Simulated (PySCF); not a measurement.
**Working out the electron affinity of Sn**

Sn⁻ [Kr] 4d10 5s2 5p3 (4S) → Sn [Kr] 4d10 5s2 5p2 (3P). Calculation: PySCF 2.14, in aug-cc-pVTZ-PP with one added diffuse shell each of d, f type with ECP28MDF (6s5p5d3f, 67 functions); scalar relativity through the core potential. Frozen: 4s2 4p6 4d10. Energies in hartree (1 hartree = 27.21139 eV):

```tsv
part	Sn⁻ (lower)	Sn (upper)
UHF	-213.375479	-213.340272
CCSD correlation	-0.070916	-0.056579
(T)	-0.003238	-0.001663
```

Task: What does Hartree-Fock give?

Result: (-213.340272) − (-213.375479) = 0.035207 hartree = 0.958 eV.

Task: What do CCSD and CCSD(T) give?

Result: The CCSD correlation energies differ by 0.014337 hartree = 0.390 eV and the triples by 0.001575 hartree = 0.043 eV, so CCSD gives 1.348 eV and CCSD(T) 1.391 eV.

Reference: 1.112 eV (measured; photodetachment measurements, as compiled on the Wikipedia data page of electron affinities), between the lowest levels; spin-orbit coupling is absent from the calculation.

What remains against the reference includes basis incompleteness, the frozen core and higher excitations.
